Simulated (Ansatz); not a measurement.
C₃H₅Si, SMILES `[C]#C[SiH2]C` radical. Charge 0, multiplicity 2.

Cartesian coordinates in Å:
```
C 2.5729 -1.5132 0.4139
C 1.7287 -0.6522 0.2848
Si 0.4174 0.6140 0.0821
C -1.2252 -0.2137 -0.2133
H 0.8030 1.4760 -1.0639
H 0.3951 1.4354 1.3188
H -2.0101 0.5366 -0.3361
H -1.1911 -0.8275 -1.1155
H -1.4907 -0.8553 0.6292
```

(1) What are the harmonic wavenumbers in cm⁻¹ at PBE0-D4/def2-TZVP (Ansatz, finite differences of forces, unscaled)? (Estimate.)

(2) Is this a minimum?

(3) Give the ideal-gas thermochemistry at 298.15 K and 1 bar (rigid rotor, harmonic oscillator; point group Cs, symmetry number 1).

Answers

(1) Computed: 118, 145, 190, 277, 487, 611, 681, 706, 751, 883, 902, 949, 1278, 1446, 1450, 2158, 2233, 2233, 3056, 3142, 3149.

(2) Yes, all 21 modes are real.

(3) Zero-point energy 160.6 kJ/mol; H(298) − E = 179.1 kJ/mol; entropy 323.3 J/(mol·K), of which translation 161.7, rotation 105.2, vibration 50.6, electronic 5.8; G(298) − E = 82.7 kJ/mol.
